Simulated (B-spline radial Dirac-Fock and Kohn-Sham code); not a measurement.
**Subshell cross sections of Se²⁻, photon energy 400 eV**

System: selenium as Se²⁻, [Ar] 3d10 4s2 4p6, inside a Watson sphere of charge +2 and radius 1.98 Å (a model of the Madelung potential; inside it an electron's potential energy is lowered by 14.5 eV).

Model: independent-particle photoionisation in a Dirac-Hartree-Slater potential with a Latter tail, all multipoles, thresholds from Dirac-Fock ΔSCF. Program: a radial finite-basis atomic code. The asymmetry parameter β is from the dipole term alone. Kinetic energies are from the vacuum level.

The last column is dσ/dΩ = σ/(4π) · [1 + β P₂(cos θ)] at θ = 90° from the polarisation vector of linearly polarised light.

```tsv
subshell	electrons	binding (eV)	kinetic (eV)	σ (kb)	β	dσ/dΩ (kb/sr)
M1 (3s)	2	236.8	163.2	152	2.00	≈ 0
M2 (3p1/2)	2	173.3	226.7	190	1.35	4.90
M3 (3p3/2)	4	167.4	232.6	398	1.36	10.1
M4 (3d3/2)	4	57.78	342.2	569	1.13	19.6
M5 (3d5/2)	6	56.93	343.1	?	?	?
N1 (4s)	2	20.13	379.9	18.4	2.00	≈ 0
N2 (4p1/2)	2	7.72	392.3	11.9	1.60	0.188
N3 (4p3/2)	4	7.42	392.6	23.4	1.60	0.374
```

Question: What are σ and β for M5 (3d5/2)?

Answer: σ = 840 kb, the largest of all subshells and 38 % of the total, and β = 1.14, which gives dσ/dΩ = 28.8 kb/sr.

Values without a named source are computed, but for edge energies of neutral atoms, which are taken from tables.
